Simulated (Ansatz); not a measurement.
Relaxation of C2H6IInSi (11 atoms, charge 0, multiplicity 1), to a largest force component of 0.015 eV/Å in at most 40 steps.

These are results of RKS PBE0-D4/def2-SVP in Ansatz 0.2.0, not measurements.

```xyz
11
Properties=species:S:1:pos:R:3
Si -1.314 -0.486 0.811
C 0.265 -0.262 -0.096
I 1.504 -1.894 0.415
C 0.999 1.066 0.285
In 1.445 -0.124 -2.054
H -1.133 -0.412 2.251
H -2.222 0.676 0.438
H -1.955 -1.695 0.407
H 1.981 0.923 0.556
H 0.386 1.532 1.116
H 0.175 0.050 -2.253
```

Question: Where does it end, and by what steps?

Answer: It converged. After 12 steps the energy has fallen by 5.500 eV; H11 moved furthest, 0.93 Å. The start is strongly strained (largest force component 14 eV/Å), so its close contacts needn't be bonds. Parted: C2–In5 (2.29 → 3.01 Å), I3–In5 (3.04 → 3.68 Å).

```tsv
step	energy less start (eV)	largest force component (eV/Å)	accepted
0	0.0000	13.546	yes
1	-3.4525	3.765	yes
2	-4.6706	2.402	yes
3	-5.1257	1.422	yes
4	-5.3020	1.167	yes
5	-5.4179	0.845	yes
6	-5.4675	0.341	yes
7	-5.4840	0.411	yes
8	-5.4951	0.221	yes
9	-5.4860	0.502	no
10	-5.4999	0.021	yes
11	-5.4999	0.022	yes
12	-5.4999	0.011	yes
```

```xyz
11
Properties=species:S:1:pos:R:3
Si -1.336 -0.477 0.693
C 0.536 -0.252 0.594
I 1.668 -2.036 0.434
C 1.201 0.919 0.626
In 1.119 0.362 -2.299
H -1.670 -0.628 2.149
H -1.996 0.767 0.200
H -1.791 -1.702 -0.012
H 2.292 0.998 0.643
H 0.634 1.855 0.714
H -0.526 -0.433 -1.866
```

Whether the end is a true minimum wasn't checked by a vibrational analysis.

Run time: 63 s on 2 threads of Intel(R) Xeon(R) 6975P-C (Granite Rapids), on a shared host, peak memory 0.44 GiB.
